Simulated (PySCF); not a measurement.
**Co²⁴⁺ (cobalt, charge +24) across methods**

[He] 2s1, 2S determinant. All numbers are calculated (PySCF 2.14, scalar relativity by spin-free X2C-1e, in an even-tempered Gaussian basis (19 s from 6 bohr⁻², ratio 2.2; 8 p from 9.3 bohr⁻², ratio 2.4; 6 d from 28 bohr⁻², ratio 2.4; 5 f from 42 bohr⁻², ratio 2.4; 4 g from 63 bohr⁻², ratio 2.4)).

| method | E (hartree) | mean ε 1s α (eV) | mean ε 1s β (eV) | mean ε 2s α (eV) | Σ⟨r²⟩ (bohr²) | ⟨S²⟩ |
| --- | --- | --- | --- | --- | --- | --- |
| LDA | -798.410 | -9217.8 | -9209.7 | -2176.6 | 0.07008 | 0.750 |
| PBE0 | -800.538 | -9283.2 | -9273.5 | -2190.6 | 0.06996 | 0.750 |
| BP86 | -800.802 | -9240.7 | -9233.8 | -2181.0 | 0.06989 | 0.750 |
| PBE | -800.484 | -9238.0 | -9230.3 | -2180.7 | 0.06995 | 0.750 |
| r2SCANh | -800.675 | -9273.7 | -9265.9 | -2186.7 | 0.06999 | 0.750 |
| UHF | -800.64483 | -9418.1 | -9402.2 | -2219.6 | 0.06998 | 0.750 |
| r2SCAN | -800.672 | -9257.6 | -9250.7 | -2183.0 | 0.06999 | 0.750 |
